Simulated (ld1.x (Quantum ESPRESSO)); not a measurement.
Values are calculated unless marked as measured or tabulated.
**Potentials for tellurium (Te) compared**

Generated with ld1.x 7.5 (TM, RRKJ, ultrasoft, PAW), atompaw 4.2 or ONCVPSP 4.0.1. The cutoff is in Ry: for ld1.x and atompaw files where the sum of valence levels is converged to 10 mRy in a Bessel basis, for ONCV files where the hardest occupied wave has 1 mHa per electron of residual kinetic energy. The error is the largest all-electron minus pseudo excitation energy over each file’s own four to seven test configurations (ionisations up to +4, promotions, holes and added fractions of an electron), all of which were solved. The labels leave out finer settings (local radius, basis sizes, second energies), which also bear on the numbers. Spin-polarised tests are not counted. The rows are a selection from randomly drawn settings: files with unsolved tests, undetermined cutoffs or missed reference levels are left out.

A true bound ghost makes a file unfit for plane-wave use even where its test errors are small: the radial tests pick states by their node count and pass the ghost by.

```csv
potential,cutoff (Ry),largest error (meV),bound ghosts
"ultrasoft, LDA (PZ), scalar-relativistic, rc 1.90/1.80/1.65 (spd), local smoothed, core correction yes, reference 4d10 5s1.75 5p4.25",50,-13,"s, p"
"TM, LDA (PZ), scalar-relativistic, rc 1.50/1.75/1.60 (spd), local s, core correction no, reference 4d10 5s2 5p1",90,+59,none
"TM, PBEsol, fully relativistic, rc 1.30/2.10/1.90 (spd), local smoothed, core correction yes, reference 5s2 5p2",110,-144,s
"TM semilocal, PBE, scalar-relativistic, rc 1.45/1.95/0.90 (spd), local s, core correction yes, reference 4d10 5s2 5p3",140,-25,none
"TM, PBEsol, scalar-relativistic, rc 1.80/1.90/0.90/1.50 (spdf), local d, core correction no, reference 4d10 5s2 5p4",140,-298,"s, p"
"TM, PBE, fully relativistic, rc 1.80/1.80 (sp), local s, core correction yes, reference 5s2 5p4",30,-71,none
```

(1) Fill in the row for Te: PAW, PBEsol, scalar-relativistic, rc 1.80/2.35/1.60 (spd), local smoothed, core correction yes, reference 4d10 5s2 5p4.

Answers

(1) cutoff 50 Ry, largest error -33 meV, bound ghosts: none.
